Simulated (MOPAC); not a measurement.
Input file for MOPAC: PM6 on TiCl, 2S+1 = 4, a spin state set in the input, which need not be the lowest, a point of a bond scan (R = 2.386 Å).

```
PM6 1SCF PRECISE CHARGE=0 UHF MS=1.5 THREADS=1
ClTi

Ti     0.00000000 1     0.00000000 1     0.00000000 1
Cl     0.00000000 1     0.00000000 1     2.38584300 1
```

Program output:

```
*******************************************************************************
 **                                                                           **
 **                              MOPAC v23.2.5                                **
 **                                                                           **
 *******************************************************************************
 ** MOPAC's Digital Object Identifier: https://doi.org/10.5281/zenodo.6511958 **
 **                                                                           **
 ** Please cite the open-source release paper for use of this MOPAC version:  **
 ** J. E. Moussa and J. J. P. Stewart (2026)                                  **
 ** MOPAC: An open-source semiempirical molecular orbital program             **
 ** J. Open Source Softw., 11(119), 8025, https://doi.org/10.21105/joss.08025 **
 *******************************************************************************

                              PM6 CALCULATION RESULTS

 *******************************************************************************
 *  PM6        - The PM6 Hamiltonian to be used
 *  UHF        - UNRESTRICTED HARTREE-FOCK CALCULATION
 *
 *
 *
 *                 CHARGE ON SYSTEM = 0
 *
 *
 *
 *  MS=        - IN MECI, MAGNETIC COMPONENT OF SPIN =  1.5
 *  PRECISE    - TIGHTER CRITERIA TO BE USED
 *  1SCF       - DO 1 SCF AND THEN STOP
 *  THREADS=1  - MULTI-THREADING NOT USED
 *  T=         - A TIME OF 172800.0 SECONDS REQUESTED
 *  DUMP=N     - RESTART FILE WRITTEN EVERY 7200.0 SECONDS REQUESTED
 *******************************************************************************
PM6 1SCF PRECISE CHARGE=0 UHF MS=1.5 THREADS=1
 ClTi

   ATOM   CHEMICAL          X               Y               Z
  NUMBER   SYMBOL      (ANGSTROMS)     (ANGSTROMS)     (ANGSTROMS)

     1      Ti          0.00000000  *   0.00000000  *   0.00000000  *
     2      Cl          0.00000000  *   0.00000000  *   2.38584300  *



          CARTESIAN COORDINATES

    NO.       ATOM           X           Y           Z

     1        Ti          0.0000      0.0000      0.0000
     2        Cl          0.0000      0.0000      2.3858

 General Reference for PM6:
 "Optimization of Parameters for Semiempirical Methods V: Modification of NDDO Approximations
 and Application to 70 Elements", J. J. P. Stewart, J. Mol. Mod., 13, 1173-1213 (2007)
 URL: https://link.springer.com/article/10.1007/s00894-007-0233-4

           Empirical Formula: Ti Cl  =     2 atoms



      MOLECULAR POINT GROUP   :   C*v


          UHF CALCULATION, NO. OF ALPHA ELECTRONS =    7
                           NO. OF BETA  ELECTRONS =    4

 -------------------------------------------------------------------------------
 PM6 1SCF PRECISE CHARGE=0 UHF MS=1.5 THREADS=1
 ClTi



     1SCF WAS SPECIFIED, SO BFGS WAS NOT USED
     SCF FIELD WAS ACHIEVED


                              PM6 CALCULATION
                                                       MOPAC v23.2.5 Linux




          FINAL HEAT OF FORMATION =          6.95693 KCAL/MOL =      29.10778 KJ/MOL


          COSMO AREA              =        106.45 SQUARE ANGSTROMS
          COSMO VOLUME            =         97.24 CUBIC ANGSTROMS

          IONIZATION POTENTIAL    =          8.774944 EV
          ALPHA SOMO LUMO (EV)    =         -8.775 -4.125
          BETA  SOMO LUMO (EV)    =        -12.245 -3.597
          NO. OF ALPHA ELECTRONS  =          7
          NO. OF BETA  ELECTRONS  =          4
          MOLECULAR WEIGHT        =         83.3530         POINT GROUP:  C*v

          MOLECULAR DIMENSIONS (Angstroms)

            Atom       Atom       Distance
           Cl     2   Ti     1     2.38584
           Cl     2   Ti     1     0.00000
           Ti     1   Cl     2     0.00000


          SCF CALCULATIONS        =          1





   ATOM   CHEMICAL          X               Y               Z
  NUMBER   SYMBOL      (ANGSTROMS)     (ANGSTROMS)     (ANGSTROMS)

     1      Ti          0.00000000  *   0.00000000  *   0.00000000  *
     2      Cl          0.00000000  *   0.00000000  *   2.38584300  *

                             CARTESIAN COORDINATES

   1   Ti        0.000000000     0.000000000     0.000000000
   2   Cl        0.000000000     0.000000000     2.385843000


           Empirical Formula: Ti Cl  =     2 atoms



      MOLECULAR POINT GROUP   :   C*v


          ALPHA EIGENVALUES
 -26.02329 -13.41735 -12.20297 -12.20297  -9.46133  -9.46133  -8.77494  -4.12484
  -4.12484  -2.20353   1.97419   1.97419   2.23398  87.41846  87.56447  87.56447
  87.88704  87.88704


           BETA EIGENVALUES
 -25.91119 -12.84681 -12.24546 -12.24546  -3.59662  -3.59662  -3.54393  -3.54393
  -2.86214  -0.06759   3.51260   4.35088   4.35088  87.60024  87.66457  87.66457
  87.75459  87.75459


              NET ATOMIC CHARGES AND DIPOLE CONTRIBUTIONS

  ATOM NO.   TYPE          CHARGE      No. of ELECS.   s-Pop       p-Pop       d-Pop
    1         Ti           0.090478        3.9095     0.00630     0.19469     3.70853
    2         Cl          -0.090478        7.0905     1.99297     5.09705     0.00046
 DIPOLE           X         Y         Z       TOTAL
 POINT-CHG.     0.000     0.000    -1.037     1.037
 HYBRID         0.000     0.000    -0.674     0.674
 SUM            0.000     0.000    -1.711     1.711


          ATOMIC ORBITAL ELECTRON POPULATIONS

     Atom    s        px        py        pz      x^2-y^2     xz        z^2       yz        xy
    1 Ti   0.00630   0.03380   0.03380   0.12709   0.99998   0.27715   1.15429   0.27715   0.99998
    2 Cl   1.99297   1.68888   1.68888   1.71929   0.00002   0.00017   0.00007   0.00017   0.00002


                    (SZ)    =    1.500000
                    (S**2)  =    3.769348


          ATOMIC ORBITAL SPIN POPULATIONS

    Atom   Total    s     px     py     pz   x^2-y^2  xz     z^2    yz     xy
         Atomic
    1 Ti  2.9732  0.003  0.009  0.009  0.047  1.000  0.058  0.790  0.058  1.000
    2 Cl  0.0268  0.000 -0.066 -0.066  0.159  0.000  0.000 -0.000  0.000  0.000

 **********************
 *                    *
 * JOB ENDED NORMALLY *
 *                    *
 **********************




 == MOPAC DONE ==
```

The run finished.

Cost: about 0.020 core-seconds (a rough figure).
